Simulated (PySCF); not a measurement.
# What PySCF settings do for C⁺

Base input, run as `python input.py` with PySCF 2.14:

```python
from pyscf import gto, dft

mol = gto.M(
    atom='C 0 0 0',
    basis='cc-pvtz-dk',
    charge=1,
    spin=1,
    verbose=3,
)
mf = dft.UKS(mol, xc='bhandhlyp')
mf = mf.sfx2c1e()
mf.kernel()
mf.stability(internal=True, external=True)
mf.dip_moment()
print('orbital energies (hartree):', [e[max(0, n-3):n+3].round(4) for e, n in zip(mf.mo_energy, mol.nelec)])
```

Base result: E(SCF) = -37.445314 Eh, ⟨S²⟩ = 0.753, internal stable; real -> complex stable. No search for the lowest solution was made.

Wall time 2 s on one thread of a shared host.

Each row names what differs from the base; energies in brackets are changes from the base.

```tsv
change	result
basis set: cc-pvtz-dk → pcseg-1; spin-free X2C: on → off	E(SCF) = -37.412363 Eh, ⟨S²⟩ = 0.752, internal unstable; real -> complex stable
integration grid: default → (20, 50) [unsound on purpose]	E(SCF) = -37.444626 Eh (+0.0187 eV), ⟨S²⟩ = 0.753, internal unstable; real -> complex stable
density fitting: none → weigend	E(SCF) = -37.445213 Eh (+0.0027 eV), ⟨S²⟩ = 0.753, internal stable; real -> complex stable
functional: bhandhlyp → m06l	E(SCF) = -37.442991 Eh, ⟨S²⟩ = 0.753, internal unstable; real -> complex stable
basis set: cc-pvtz-dk → crenbl; core potential: off → on; spin-free X2C: on → off	not converged: SCF
functional: bhandhlyp → r2scan	E(SCF) = -37.418545 Eh, ⟨S²⟩ = 0.755, internal unstable; real -> complex stable
basis set: cc-pvtz-dk → aug-cc-pvdz; spin-free X2C: on → off	E(SCF) = -37.424739 Eh, ⟨S²⟩ = 0.753, internal unstable; real -> complex stable
functional: bhandhlyp → m062x	E(SCF) = -37.442567 Eh, ⟨S²⟩ = 0.751, internal stable; real -> complex unstable
functional: bhandhlyp → hcth407	E(SCF) = -37.426184 Eh, ⟨S²⟩ = 0.753, internal unstable; real -> complex stable
functional: bhandhlyp → wb97x	E(SCF) = -37.442291 Eh, ⟨S²⟩ = 0.752, internal unstable; real -> complex stable
functional: bhandhlyp → pbe	E(SCF) = -37.386961 Eh, ⟨S²⟩ = 0.752, internal stable; real -> complex stable
convergence threshold: default → 1e-16 [unsound on purpose]	not converged: SCF
cycle limit: 50 → 5	not converged: SCF
step after the SCF: stability → tddft; number of roots: default → 6	E(SCF) = -37.445314 Eh (+0.0000 eV), ⟨S²⟩ = 0.753, first excitations without spin–orbit coupling 0.02, 0.03, 5.60, 5.60, 9.92 eV
level shift (hartree): none → -0.2	E(SCF) = -37.445314 Eh (+0.0000 eV), ⟨S²⟩ = 0.753, internal stable; real -> complex stable
level shift (hartree): none → 5 [unsound on purpose]	not converged: SCF
spin-free X2C: on → off [unsound on purpose]	E(SCF) = -37.429398 Eh, ⟨S²⟩ = 0.753, internal unstable; real -> complex stable
```
